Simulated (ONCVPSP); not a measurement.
**Se: variants of one ONCV potential**

Base potential:

| Property | Result |
| --- | --- |
| Element | selenium (Se) |
| Generator | ONCVPSP 4.0.1 |
| Type | optimised norm-conserving Vanderbilt (ONCV) |
| Functional | PBE |
| Relativity | scalar-relativistic |
| Frozen core | [Ar] 3d10 |
| Valence charge | 6 |
| Reference configuration | 4s2 4p4 |
| Partial waves | 4s: rc 1.60 bohr, ncon 4, nbas 7, qcut 4.7 1/bohr, 2 projectors, debl 0.6 Ha; 4p: rc 1.60 bohr, ncon 3, nbas 6, qcut 4.4 1/bohr, 2 projectors, debl 2.3 Ha; d scattering state at 0.3 Ha: rc 1.70 bohr, ncon 4, nbas 8, qcut 6.6 1/bohr, 2 projectors, debl 2 Ha |
| Local potential | polynomial inside 1.10 bohr (lpopt 5, dvloc0 4 Ha) |
| Core correction | none |

In the s channel the program set the typed energies aside and used -0.635, 0.250 Ha.

Cutoffs, loose and tight: the cutoffs (Ha) at which the residual kinetic energy of the hardest occupied pseudo-wave falls to 1 and 0.1 mHa per electron. They do not see the model core or the augmentation charge, which bear on the density cutoff. Test errors are all-electron minus pseudo excitation energies from the reference, over the configurations 4s2 4p3; 4s2 4p2; 4s2 4p1; 4s2 4p3.5. A dash means not determined; rows that change the core or the reference have their own tests.

For the base: The cutoffs count occupied waves only; projector 2 of the d channel, the hardest unoccupied one, needs 104 Ha at the loose tolerance.

A true bound ghost makes a file unfit for plane-wave use even where its test errors are small: the radial tests pick states by their node count and pass the ghost by.

| change | outcome | cutoff, loose | cutoff, tight | bound ghosts | GHOST(+) flags above zero | largest test error (meV) |
| --- | --- | --- | --- | --- | --- | --- |
| base | generated, projector energies reset by the program | 12 Ha | 37 Ha | d | s | -65 |
| core [Ne], valence charge 24; reference 3s2 3p6 3d10 4s2 4p4; waves now 3s+4s: rc 1.00 bohr, ncon 4, nbas 7, qcut 13 1/bohr, 2 projectors; 3p+4p: rc 0.40 bohr, ncon 4, nbas 8, qcut 31.8 1/bohr, 2 projectors; 3d: rc 0.90 bohr, ncon 5, nbas 9, qcut 16.6 1/bohr, 2 projectors, debl 3.2 Ha; f scattering state at 0.27 Ha: rc 1.00 bohr, ncon 3, nbas 6, qcut 12.8 1/bohr, 2 projectors, debl 2.9 Ha; local potential polynomial inside 0.30 bohr (lpopt 5, dvloc0 0 Ha) | generated | 470 Ha | 1087 Ha | s, p | f | +13 |
| functional PBEsol | generated, projector energies reset by the program | 12 Ha | 38 Ha | d | s | -52 |
| core correction Teter function, fcfact 4.25, rcfact 1.3 | generated, projector energies reset by the program | 12 Ha | 37 Ha | d | s | -59 |
| s: rc 2.32 | generated, projector energies reset by the program | 9.5 Ha | 35 Ha | d | s | -36 |

Question: What comes out with this change to the base: s: debl 4.8?

Answer: outcome: generated; cutoff, loose: 12 Ha; cutoff, tight: 37 Ha; bound ghosts: d; GHOST(+) flags above zero: s; largest test error (meV): -64.

Question: What comes out with this change to the base: s: rc 2.14?

Answer: outcome: generated, projector energies reset by the program; cutoff, loose: 9.5 Ha; cutoff, tight: 35 Ha; bound ghosts: d; GHOST(+) flags above zero: s; largest test error (meV): -50.
